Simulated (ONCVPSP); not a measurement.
## Configuration tests for germanium (Ge) (ONCV)

* Element: germanium (Ge)
* Generator: ONCVPSP 4.0.1
* Type: optimised norm-conserving Vanderbilt (ONCV)
* Functional: PBE
* Relativity: scalar-relativistic
* Frozen core: [Ar]
* Valence charge: 14
* Reference configuration: 3d10 4s1.5 4p2.5
* Partial waves: 4s: rc 1.80 bohr, ncon 4, nbas 7, qcut 4.2 1/bohr, 1 projector; 4p: rc 2.30 bohr, ncon 4, nbas 7, qcut 3 1/bohr, 2 projectors, debl 3.7 Ha; 3d: rc 0.85 bohr, ncon 5, nbas 10, qcut 22.6 1/bohr, 2 projectors, debl 2.9 Ha
* Local potential: polynomial inside 0.60 bohr (lpopt 1, dvloc0 -1 Ha)
* Core correction: Teter function, fcfact 4.5, rcfact 1.3

Energies are relative to the spin-unpolarised reference configuration 3d10 4s1.5 4p2.5; without spin polarisation the order of configurations can differ from experiment.

| valence configuration | charge | ΔE all-electron (eV) | error AE − PS (meV) |
| --- | --- | --- | --- |
| 3d10 4s2 4p2 | 0 | -3.953 | +1.7 |
| 3d10 4s2 4p0 | +2 | 18.931 | -3.3 |
| 3d9 4s2 4p2 | +1 | 34.733 | -386 |

(1) What are ΔE and the potential's error for 3d10 4s2 4p1?

Levels in the configuration 3d10 4s2 4p1:

```json
{"level": "3d", "all-electron (eV)": "-38.319", "pseudo (eV)": "-38.318"}
{"level": "4s", "all-electron (eV)": "-19.859", "pseudo (eV)": "-19.865"}
{"level": "4p", "all-electron (eV)": "-11.242", "pseudo (eV)": "-11.243"}
```

Note: ghosts flagged at negative energy: s at -368.2 eV; GHOST(+) flagged for p at 42.4 eV. A true bound ghost makes a file unfit for plane-wave use.

Results:

(1) ΔE = 3.491 eV all-electron; the error (AE − PS) is +0.9 meV.
